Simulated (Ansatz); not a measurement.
Species: Si2H3, charge -1, multiplicity 1. It need not be the lowest isomer of its formula. Whether it binds its extra electron was not tested at this geometry. 
Coordinates optimised at B3LYP-D3(BJ)/def2-TZVP (Ansatz, a program for electronic structure):
```
Si
H 1 1.5037
H 1 1.5050 2 104.17
Si 1 2.1987 2 124.18 3 -180.00
H 4 1.5392 1 90.28 2 -180.00
```
Charge -1, spin multiplicity 1.

Basis-set convergence of Hartree-Fock and CCSD correlation energies (hartree) with Ansatz. Cores are frozen in the correlated levels unless marked. No spin-orbit coupling. Non-relativistic. This anion needs diffuse functions, which these sets lack.

The Hartree-Fock reference is unstable (checked in the largest basis), which strains HF and MP2. 

```tsv
basis	functions	E(HF)	E(corr, CCSD)
def2-SVP	51	-579.36047	-0.24207
def2-TZVPP	126	-579.56650	-0.29393
def2-QZVPP	230	?	?
```

### Question
Complete the blanks.

### Answer

- def2-QZVPP, E(HF): -579.58580
- def2-QZVPP, E(corr, CCSD): -0.30753
